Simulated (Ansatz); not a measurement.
C₂H₉BN₂ (`CCNBN`), relaxed with RKS PBE-D4/def2-SVP in the Gaussian-basis code of Ansatz from a rough embedded geometry. The force threshold is 0.03 eV/Å; the program also tests the step.

Charge 0, multiplicity 1.

Start:

```xyz
14

C    -0.457    0.099    2.064
C     0.296   -0.124    0.796
N    -0.287    0.727   -0.219
B     0.463    0.575   -1.598
N     0.542   -0.667   -2.367
H    -1.493   -0.225    2.038
H     0.035   -0.555    2.890
H    -0.374    1.115    2.401
H     0.187   -1.213    0.539
H     1.342    0.145    0.945
H    -1.292    0.371   -0.427
H     1.009    1.572   -1.964
H    -0.061   -1.370   -1.845
H     0.090   -0.449   -3.252
```

(1) By how much does the energy fall, and how many steps does the optimiser take? (Estimate.)

(2) Which bonds change most? (Best estimate.)

(3) Give the relaxed structure. (Best estimate.)

Answers

(1) Computed: 178.16 kJ/mol, in 19 steps, 2 of them rejected.

(2) Ansatz gave: N3–B4 from 1.577 to 1.421 Å; N3–H11 from 1.087 to 1.024 Å; C1–H7 from 1.162 to 1.110 Å; N5–H13 from 1.063 to 1.020 Å.

(3) The calculation gave: 
```xyz
14

C    -0.479    0.391    2.034
C     0.475   -0.338    1.083
N    -0.047   -0.490   -0.261
B     0.440    0.154   -1.431
N    -0.154   -0.005   -2.711
H    -1.444   -0.150    2.128
H    -0.045    0.476    3.052
H    -0.701    1.412    1.662
H     0.735   -1.332    1.519
H     1.430    0.221    1.009
H    -0.881   -1.081   -0.313
H     1.420    0.876   -1.329
H    -0.972   -0.584   -2.904
H     0.223    0.450   -3.538
```
